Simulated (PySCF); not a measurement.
## C2H8O2Si: core ionisation energies

Si(OH)2Me2, C₂H₈O₂Si.
Structure used (PBE0-D3(BJ)/def2-SVP), in Å, numbered top down from 1:
```
atom  x, y, z in Å
Si1    0.283   -0.005    0.209
O2     0.254   -0.073    1.880
H3     0.631    0.691    2.328
O4     1.857    0.057   -0.349
H5     2.392   -0.722   -0.172
C6    -0.504    1.556   -0.433
H7     0.085    2.443   -0.148
H8    -1.524    1.679   -0.039
H9    -0.560    1.539   -1.532
C10   -0.582   -1.558   -0.346
H11   -1.641   -1.544   -0.045
H12   -0.123   -2.450    0.109
H13   -0.537   -1.666   -1.440
```

The calculation used delta-SCF UKS SCAN, pcX-2 on the ionised atom, pcseg-1 elsewhere, spin-free X2C in PySCF. These are vertical core ionisation energies against the vacuum level, from separate self-consistent calculations with and without the core hole.

Question: What binding energy does each computed site have?

Answer: 
| atom(s) | bonded to | level | binding energy (eV) | 2p1/2 (eV) | count |
| --- | --- | --- | --- | --- | --- |
| Si1 | 2 O and 2 C | Si 2p3/2 | 107.15 | 107.78 | 1 |
| C6/C10 | 3 H and Si | C 1s | 290.16 | – | 2 |
| O2/O4 | H and Si | O 1s | 538.27 | – | 2 |
| Si1 | 2 O and 2 C | Si 1s | 1847.26 | – | 1 |

Question: Which photon wavelength matches the Si 1s of Si1 threshold?

Answer: λ = hc/E = 12398.42 eV Å / 1847.26 eV = 6.712 Å.

Atoms equivalent by their bonding share one computed value, that of the first of them. Spin–orbit coupling isn't in the SCF: each 2p doublet comes from a relaxed spin-free hole plus a matrix of the shell (mean-field spin–orbit coupling and the ground-state 2p splitting), with 2p3/2 averaged over its two sublevels. 2p1/2 minus 2p3/2 (ligand field included): Si 0.63 eV. The structure is a single PBE0-D3(BJ)/def2-SVP conformer in the gas phase; no vibrational or solvent corrections.
